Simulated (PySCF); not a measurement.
Computed properties of Si(H)(F)(Cl)(Et) (C2H6ClFSi), SMILES CC[SiH](F)Cl

C2H6ClFSi, SMILES CC[SiH](F)Cl. Coordinates come from a PBE0-D3(BJ)/def2-SVP optimisation. This is a generated structure with no PubChem entry under its InChIKey; it may be hypothetical. The values are those of a single conformer. All values are computed for the isolated molecule unless a solvent is named; none is compared with measurement here.

**Structure.** All 27 harmonic modes at PBE0-D3(BJ)/def2-SVP (PySCF) are real, so it is a minimum. With heavy atoms numbered as in [SiH:1]([F:2])([Cl:3])[CH2:4][CH3:5], the shortest bond between them is C4–C5 at 1.527 Å and the longest Si1–Cl3 at 2.062 Å.

**Vibrations.** The strongest infrared lines (harmonic, unscaled, degenerate partners summed) lie at 820 cm⁻¹ (214 km/mol, H 72 %, Si 18 %), 910 cm⁻¹ (151 km/mol, F 37 %, Si 35 %, H 25 %), 2288 cm⁻¹ (127 km/mol, H 97 %). The softest mode is at 65 cm⁻¹ and the zero-point energy is 49.8 kcal/mol.

**Electronic structure.** ωB97X/def2-TZVP (PySCF) places the frontier levels at -11.13 and 2.65 eV, a gap of 13.78 eV, and gives a dipole moment of 2.25 D and a mean polarisability of 58.3 bohr³. PBE/def2-TZVP (PySCF) at the same geometry gives -7.37 and -0.34 eV, so its gap is 6.75 eV narrower. An orbital gap is neither the optical nor the fundamental gap.

**Excitations.** TDA-M06-2X/def2-SVPD (PySCF) has S1 at 8.00 eV (155 nm, f = 0.020, weak); the most intense of the 10 singlets computed lies at 9.19 eV (f = 0.10). T1 (TDA) is at 7.71 eV, 0.29 eV under S1. TDA-PBE/def2-SVPD (PySCF) puts S1 at 7.05 eV. No vertical singlet excitation falls in the visible range (under 3.1 eV).

**NMR.** GIAO shifts at HF/pcSseg-1 (PySCF) (non-relativistic, atoms alike by connectivity averaged): ¹³C from 7.5 to 11.1 ppm against TMS; ¹H from 0.8 to 5.2 ppm against TMS; ²⁹Si at 8.6 ppm against TMS; ¹⁹F at -134.1 ppm against CFCl3. Without spin–orbit terms, shifts of atoms bonded to Cl or Br come out too high.

**Solvation.** SMD-PBE0/6-31G* (PySCF) gives -0.1 kcal/mol in water, -4.3 kcal/mol in acetone, -3.7 kcal/mol in tetrahydrofuran (1 M in both phases, gas-phase geometry); of these solvents acetone holds the molecule best.
